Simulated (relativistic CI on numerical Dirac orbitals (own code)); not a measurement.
## Dy6+: sensitivity of the levels to the model

Base calculation: Dirac-Coulomb-Breit CI, orbitals from a KLI potential per configuration, model QED (radiative potential, 1s self-energy scaled to tabulated hydrogen-like ionisation energies), unscaled Slater integrals.

CI space (outside the closed core [Kr] 4d10): 4f⁸5s²5p⁴, 4f⁷5s5p⁶. The list is cut by size and lacks configurations that can hold low levels.

Variants: (1) P86 correlation estimate. Shifts of the energy above 4f⁸5s²5p⁴ ⁹G8, in cm⁻¹, for the lowest level and the first level of each name with at least 55 % of one term (blank where a level changes its place among those of its configuration and J or its character, or is not in the variant):

| Level | Base | Δ(1) |
| --- | --- | --- |
| 4f⁸5s²5p⁴ ⁹G8 | 0.0 | 0.0 |
| 4f⁸5s²5p⁴ ⁹F7 | 41.0 | 0.0 |
| 4f⁸5s²5p⁴ ⁹F6 | 1504.1 | 0.0 |
| 4f⁸5s²5p⁴ ⁹F5 | 3583.9 | 0.0 |
| 4f⁸5s²5p⁴ ⁹F4 | 5834.7 | 0.0 |
| 4f⁸5s²5p⁴ ⁹F1 | 15938.7 | 0.0 |
| 4f⁸5s²5p⁴ ⁷F0 | 27254.7 | 0.0 |
| 4f⁸5s²5p⁴ ⁷M12 | 34802.6 | 0.0 |
| 4f⁸5s²5p⁴ ⁷M11 | 38063.9 | 0.0 |
| 4f⁸5s²5p⁴ ⁷H8 | 39360.2 | 0.0 |
| 4f⁸5s²5p⁴ ⁷K7 | 41693.8 | 0.0 |
| 4f⁸5s²5p⁴ ⁷K6 | 41906.1 | 0.0 |
| 4f⁸5s²5p⁴ ⁷K5 | 42253.2 | 0.0 |
| 4f⁸5s²5p⁴ ⁷K4 | 42678.7 | 0.0 |

At this charge configurations can still be misplaced by up to about 7 % of their energy. Terms inside the open d or f shell come out 10 to 20 % too wide with unscaled integrals. Levels and lines within the n = 5 or 6 shells can be off by up to 10 % or somewhat more, and those that change n by about 2 %, since core polarisation is missing.

LS names give the leading component of a level, which can be under half, so a name can repeat, a term be missing and a line seem to break the LS rules.
